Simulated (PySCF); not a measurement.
CH7FN2Sn, SMILES [Sn]([F])([NH2])([NH2])[CH3].

Geometry optimised at PBE-D3(BJ)/def2-SVP. The structure was generated by enumeration; whether it is a known compound was not checked. The def2 effective core potentials stand for the cores of Sn; spin–orbit coupling is left out. Other conformers were not sampled.

These are C-PCM-PBE0/def2-SVP run with PySCF 2.14.0 values and carry that method's errors.

The values are the electrostatic part of the solvation free energy, E(continuum) − E(gas) at the gas-phase geometry, in a cavity of scaled van der Waals radii (PySCF's table); cavitation and dispersion terms are not included. A continuum can't describe solvent molecules that bind to the metal. In vacuum the orbital gap is 6.95 eV. The dipole moment in vacuum is 1.09 D.

| solvent | ε | ΔG(elec) (kcal/mol) | dipole (D) | gap (eV) |
|---|---|---|---|---|
| water | 78.36 | -10.8 | 1.29 | 7.07 |
| N,N-dimethylformamide | 37.22 | -10.6 | 1.29 | 7.07 |
| 2-propanol | 19.26 | -10.3 | 1.28 | 7.07 |
